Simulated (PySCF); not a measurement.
(1E)-2-chloro-1-iodobuta-1,3-diene (C₄H₄ClI), SMILES C(/C=C)(Cl)=C/I.

The structure is a stationary point at PBE0-D3(BJ)/def2-SVP. The def2 effective core potentials stand for the cores of I; spin–orbit coupling is left out. Other conformers were not sampled.

Computed with PBE0-D3(BJ)/def2-SVP in PySCF.

Frequencies are harmonic and unscaled.

**Question.** List the normal modes with their intensities. (An estimate is asked for; the answer gives what the named calculation found.)

**Answer.** 
```
mode  ν (cm⁻¹)  IR (km/mol)  moving atoms (share of kinetic energy)
----  --------  -----------  --------------------------------------
1          121          0.1                          C 61 %, H 35 %
2          144          0.1                  C 67 %, I 20 %, H 13 %
3          185          0.0                 C 67 %, H 18 %, Cl 13 %
4          245          0.5                 Cl 55 %, C 23 %, I 19 %
5          273          0.9                 C 41 %, Cl 37 %, H 14 %
6          411          6.1                          H 51 %, C 47 %
7          529          0.8                 C 58 %, H 25 %, Cl 17 %
8          671         20.6                          C 84 %, H 13 %
9          725         48.8                         C 75 %, Cl 16 %
10         739          7.3                          C 63 %, H 37 %
11         793         28.4                          H 78 %, C 22 %
12         959         37.3                          H 73 %, C 27 %
13         969         18.2                          H 60 %, C 39 %
14        1017          9.9                          H 89 %, C 11 %
15        1127         49.8                          H 64 %, C 36 %
16        1271          0.0                          H 61 %, C 39 %
17        1309          0.5                          H 71 %, C 29 %
18        1416         14.7                          H 79 %, C 21 %
19        1642          4.5                                  C 95 %
20        1725          0.5                          C 90 %, H 10 %
21        3180          0.3                                  H 95 %
22        3202          0.6                           H 91 %, C 9 %
23        3257         18.5                           H 91 %, C 9 %
24        3288          0.4                          H 89 %, C 11 %
```
